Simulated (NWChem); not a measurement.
System meant: SnCl3 anion; SMILES [Cl][Sn-]([Cl])[Cl]

NWChem input:

```
start job
memory heap 200 mb stack 900 mb global 1100 mb
charge -1
geometry units angstroms noautoz
  Sn     0.000000     0.000000     0.635304
  Cl    -2.002538     0.995991    -0.585688
  Cl     1.863823     1.236253    -0.585688
  Cl     0.138715    -2.232244    -0.585688
end
basis spherical
  * library def2-svp
end
dft
  xc b3lyp
  iterations 150
  mulliken
end
task dft energy
```

End of the output:

```
             Grid Information
             ----------------
          Grid used for XC integration:  medium
          Radial quadrature: Mura-Knowles
          Angular quadrature: Lebedev.
          Tag              B.-S. Rad. Rad. Pts. Rad. Cut. Ang. Pts.
          ---              ---------- --------- --------- ---------
          Sn                  1.45      123           8.0       590
          Cl                  1.00       88          10.0       590
          Grid pruning is: on
          Number of quadrature shells:   211
          Spatial weights used:  Erf1

          Convergence Information
          -----------------------
          Convergence aids based upon iterative change in
          total energy or number of iterations.
          Levelshifting, if invoked, occurs when the
          HOMO/LUMO gap drops below (HL_TOL):  1.00D-02
          DIIS, if invoked, will attempt to extrapolate
          using up to (NFOCK): 10 stored Fock matrices.

                    Damping( 0%)  Levelshifting(0.5)       DIIS
                  --------------- ------------------- ---------------
          dE  on:    start            ASAP                start
          dE off:    2 iters        150 iters           150 iters

      Screening Tolerance Information
      -------------------------------
          Density screening/tol_rho:  1.00D-10
          AO Gaussian exp screening on grid/accAOfunc:  14
          CD Gaussian exp screening on grid/accCDfunc:  20
          XC Gaussian exp screening on grid/accXCfunc:  20
          Schwarz screening/accCoul:  1.00D-08

      Superposition of Atomic Density Guess
      -------------------------------------

      charge =      50.0 Sn (Tin)

      symmetry species            s     p     d     f
      number of basis functions =10     7     6
      number of cont. functions = 4     4     2
      number of closed shells   = 5     3     2
      number of open shells     = 0     1     0
      open shell occupation     = 0     2     0
 ------------------------------------------------------------------------
 atomscf:atomd: error in atom scf                   0
 ------------------------------------------------------------------------
 ------------------------------------------------------------------------
  current input line :
    18: task dft energy
 ------------------------------------------------------------------------
 ------------------------------------------------------------------------
 This error has not yet been assigned to a category
 ------------------------------------------------------------------------
 For more information see the NWChem manual at https://nwchemgit.github.io

0:atomscf:atomd: error in atom scf:Received an Error in Communication
```

### Question
What is wrong, and how is it mended?

### Answer
The run crashed. Cause: the def2 basis of a heavy element holds valence functions alone and wants its effective core potential (without it all electrons must fit into that basis). This input runs:
```
start job
memory heap 200 mb stack 900 mb global 1100 mb
charge -1
geometry units angstroms noautoz
  Sn     0.000000     0.000000     0.635304
  Cl    -2.002538     0.995991    -0.585688
  Cl     1.863823     1.236253    -0.585688
  Cl     0.138715    -2.232244    -0.585688
end
basis spherical
  * library def2-svp
end
ecp
  Sn library def2-ecp
end
dft
  xc b3lyp
  iterations 150
  mulliken
end
task dft energy
```
It converges to -1594.82525 Ha (B3LYP/def2-SVP with def2 effective core potentials on Sn).
